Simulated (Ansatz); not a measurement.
```xyz
12

C     0.107   -2.361   -0.078
C     0.507   -1.217    0.474
Si   -0.621    0.242    0.609
F    -0.739    0.708    2.144
Ge    0.189    2.099   -0.646
H     0.774   -3.208   -0.209
H    -0.914   -2.499   -0.425
H     1.542   -1.133    0.803
H    -1.974   -0.171    0.151
H     0.180    1.751   -2.145
H    -0.684    3.346   -0.434
H     1.634    2.443   -0.245
```

The species carries charge 0 and has multiplicity 1.

(1) List the PBE0/def2-TZVPP orbital energies in eV (the Gaussian-basis code of Ansatz). (An estimate is asked.)

Answers

(1) The calculation gave: Occupied: -10859.75, -1803.52, -1358.06, -1207.87, -1207.86, -1207.86, -673.65, -278.85, -278.44, -170.76, -145.73, -120.55, -120.54, -120.54, -100.44, -100.37, -100.36, -33.39, -33.39, -33.35, -33.31, -33.31, -32.99, -21.89, -16.93, -15.80, -14.79, -13.54, -12.60, -12.39, -12.11, -11.20, -9.76, -9.64, -9.20, -8.67, -7.88. Lowest empty: -1.09, 0.21, 0.63, 1.16, 1.44, 1.66, 1.96, 2.46.
